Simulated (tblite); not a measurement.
C₄H₁₂B₂O₃.
Atom-mapped SMILES: `[BH2:1][C@@H:2]([O:3][CH3:4])[O:5][B:6]([CH3:7])[O:8][CH3:9]` (hydrogens: H10, H11 on B1; H12 on C2; H13, H14, H15 on C4; H16, H17, H18 on C7; H19, H20, H21 on C9)

Computed with GFN2-xTB (tblite), gas phase: L-BFGS steps from a force-field or distance-geometry start until the largest atomic force falls under 0.01 eV/Å.

Step 30: E = -799.8452 eV
```
atom  x, y, z in Å  |  force x, y, z in eV/Å
B1      1.3770    0.8822   -2.2165    0.028   0.007  -0.044
C2      1.2712    0.4406   -0.6920    0.040   0.028  -0.034
O3      2.4047    0.7992    0.0716    0.018   0.016   0.002
C4      2.9768   -0.2222    0.8537   -0.014   0.005   0.004
O5      0.1114    1.0287   -0.1037    0.023  -0.003   0.045
B6     -1.0294    0.3669    0.1635    0.041  -0.007   0.010
C7     -2.2841    1.2458    0.6066   -0.030   0.004   0.021
O8     -1.0502   -0.9893   -0.0072    0.072  -0.021   0.000
C9     -2.1457   -1.8080    0.3117    0.033   0.009  -0.026
H10     2.4061    1.2306   -2.6317    0.021  -0.020  -0.049
H11     0.4178    0.8460   -2.8777    0.014  -0.020   0.040
H12     1.1513   -0.6605   -0.6543   -0.025   0.007  -0.049
H13     3.7865    0.2424    1.4160   -0.044   0.019   0.002
H14     3.4003   -1.0101    0.2154   -0.053  -0.016   0.037
H15     2.2606   -0.6690    1.5524   -0.026   0.026  -0.025
H16    -2.9889    1.3147   -0.2189   -0.031  -0.007  -0.020
H17    -2.8244    0.8283    1.4507    0.000  -0.027   0.055
H18    -1.9817    2.2558    0.8586    0.014   0.011   0.019
H19    -3.0279   -1.5350   -0.2745    0.006   0.019   0.047
H20    -2.3828   -1.7377    1.3781   -0.046  -0.022  -0.060
H21    -1.8575   -2.8328    0.0701   -0.038  -0.009   0.025
```

Step 31: E = -799.8467 eV
```
atom  x, y, z in Å  |  force x, y, z in eV/Å
B1      1.3755    0.8824   -2.2193    0.030   0.013  -0.059
C2      1.2710    0.4397   -0.6947    0.040   0.040  -0.058
O3      2.4049    0.7976    0.0680    0.024   0.006  -0.004
C4      2.9712   -0.2204    0.8581   -0.001  -0.012   0.017
O5      0.1130    1.0241   -0.1030   -0.011   0.047   0.055
B6     -1.0303    0.3656    0.1603    0.033   0.001   0.000
C7     -2.2814    1.2485    0.6086   -0.009  -0.008   0.038
O8     -1.0534   -0.9893   -0.0167    0.109  -0.009  -0.005
C9     -2.1426   -1.8111    0.3087    0.021   0.002  -0.021
H10     2.4068    1.2216   -2.6381    0.012  -0.025  -0.041
H11     0.4145    0.8566   -2.8799    0.027  -0.022   0.058
H12     1.1492   -0.6604   -0.6608   -0.007  -0.026  -0.047
H13     3.7795    0.2467    1.4209   -0.052   0.013   0.005
H14     3.3980   -1.0131    0.2270   -0.065  -0.004   0.037
H15     2.2516   -0.6635    1.5566   -0.016   0.040  -0.038
H16    -2.9937    1.3203   -0.2102   -0.020  -0.010  -0.020
H17    -2.8150    0.8321    1.4576   -0.004  -0.020   0.052
H18    -1.9712    2.2569    0.8589    0.001   0.005   0.016
H19    -3.0276   -1.5447   -0.2731   -0.040   0.038   0.009
H20    -2.3769   -1.7383    1.3743   -0.048  -0.025  -0.017
H21    -1.8522   -2.8346    0.0687   -0.024  -0.042   0.023
```

Q: Estimate the geometry and energy of step 32. (The exact step hangs on the optimiser's Hessian estimate; all steps are aligned on step 31, rigid shifts and turns removed.)

A: E = -799.8488 eV, largest force 0.124 eV/Å
```
atom  x, y, z in Å  |  force x, y, z in eV/Å
B1      1.3743    0.8830   -2.2237    0.033   0.015  -0.059
C2      1.2712    0.4396   -0.6988    0.028   0.047  -0.064
O3      2.4052    0.7960    0.0630    0.030  -0.008  -0.022
C4      2.9632   -0.2179    0.8638    0.008  -0.023   0.026
O5      0.1154    1.0192   -0.1004   -0.037   0.095   0.047
B6     -1.0304    0.3635    0.1572    0.018   0.013  -0.014
C7     -2.2779    1.2511    0.6118    0.022  -0.027   0.050
O8     -1.0547   -0.9903   -0.0283    0.124   0.008  -0.001
C9     -2.1380   -1.8146    0.3044    0.003  -0.007  -0.012
H10     2.4079    1.2092   -2.6477    0.009  -0.030  -0.034
H11     0.4112    0.8692   -2.8820    0.028  -0.024   0.067
H12     1.1462   -0.6602   -0.6705    0.020  -0.044  -0.046
H13     3.7692    0.2526    1.4272   -0.052   0.006   0.014
H14     3.3929   -1.0169    0.2425   -0.071   0.003   0.030
H15     2.2385   -0.6553    1.5610   -0.011   0.052  -0.041
H16    -2.9994    1.3266   -0.1993    0.005  -0.017  -0.002
H17    -2.8026    0.8357    1.4675   -0.007  -0.003   0.038
H18    -1.9571    2.2575    0.8595   -0.023  -0.013   0.012
H19    -3.0270   -1.5551   -0.2712   -0.082   0.060  -0.040
H20    -2.3702   -1.7387    1.3690   -0.040  -0.026   0.034
H21    -1.8467   -2.8372    0.0669   -0.006  -0.076   0.017
```

The energy changes by -0.0021 eV. The first-order estimate −F·Δx gives -0.0028 eV and the mean of the old and new forces, exact on a quadratic surface, -0.0022 eV. The step makes an angle of 78° with the force vector and moves no atom by more than 0.017 Å.

What follows is the cost of the whole relaxation. The run took 1.3 s on one thread of an Arm Neoverse N1, on a shared host.
